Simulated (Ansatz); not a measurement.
Mulliken charges of H$_{3}$HfIO$_{3}$ (`[OH][Hf]([OH])([OH])[I]`) from r2SCAN/def2-TZVPP in Ansatz (PBE0-D4/def2-TZVP geometry).

```
atom   x (Å)   y (Å)   z (Å)  charge (e)
  O1  -1.097   1.131   0.952      -0.454
 Hf2   0.045   0.150  -0.227       1.093
  O3   1.718  -0.202   0.629      -0.454
  O4  -0.791  -1.495  -0.726      -0.454
  I5   0.496   1.652  -2.497      -0.313
  H6  -1.868   1.369   1.456       0.194
  H7   2.411  -0.178   1.281       0.194
  H8  -0.914  -2.428  -0.868       0.194
```

Q: By hand: the dipole of these point charges (1 e Å = 4.8032 D).

A: Σ q r = (-0.101, -0.336, 0.508) e Å, of length 0.617 e Å = 2.96 D.

Q: How does the dipole of the full density compare? (Best estimate.)

A: Ansatz gave: (-0.137, -0.459, 0.693) e Å, 4.05 D; the point charges give 0.73 times that, at 0° from its direction.

Point charges leave out the atoms' own dipoles, such as those of lone pairs, and Mulliken's split depends on the basis, so the two needn't agree.
